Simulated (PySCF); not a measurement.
sulfur trioxide (O3S), SMILES O=S(=O)=O. Atoms are numbered in the order given.

```xyz
4

O      1.4192     0.0000     0.0000
S      0.0000     0.0000     0.0000
O     -0.7096    -1.2290     0.0000
O     -0.7096     1.2290     0.0000
```
Charge 0, spin multiplicity 1.

The structure is a stationary point at ωB97X-D3(BJ)/def2-TZVP.

Method: TDA-M06-2X/def2-SVPD in PySCF.

Vertical excitations; the highest root listed may be one member of a degenerate set. Gas-phase values at a fixed geometry. State labels are in the subgroup C2v.

Computed UV-visible absorptions:
```tsv
state	symmetry	energy (eV)	λ (nm)	f	main pairs
S1	A2	5.32	233	0.000	HOMO→LUMO+1 99 %
S2	B1	5.91	210	0.000	HOMO→LUMO 93 %
S3	A2	7.11	174	0.000	HOMO−1→LUMO (degenerate set)
S4	B2	7.11	174	0.000	HOMO−2→LUMO (degenerate set)
S5	B2	7.54	164	0.000	HOMO−3→LUMO+1 (degenerate set)
S6	A2	7.54	164	0.000	HOMO−4→LUMO+1 (degenerate set)
S7	B1	7.75	160	0.007	HOMO−4→LUMO, HOMO−1→LUMO+1 (degenerate set)
S8	A1	7.75	160	0.007	HOMO−3→LUMO, HOMO−2→LUMO+1 (degenerate set)
S9	A1	9.04	137	0.199	HOMO−3→LUMO, HOMO−2→LUMO+1, HOMO−5→LUMO (degenerate set)
S10	B1	9.04	137	0.199	HOMO−4→LUMO, HOMO−1→LUMO+1, HOMO−6→LUMO (degenerate set)
T1	A2	4.97	250	0	HOMO→LUMO+1 99 %
T2	B1	5.49	226	0	HOMO→LUMO 91 %
T3	A1	6.07	204	0	HOMO−2→LUMO+1 (degenerate set)
T4	B1	6.07	204	0	HOMO−1→LUMO+1 (degenerate set)
```
Triplets are in the Tamm–Dancoff approximation.
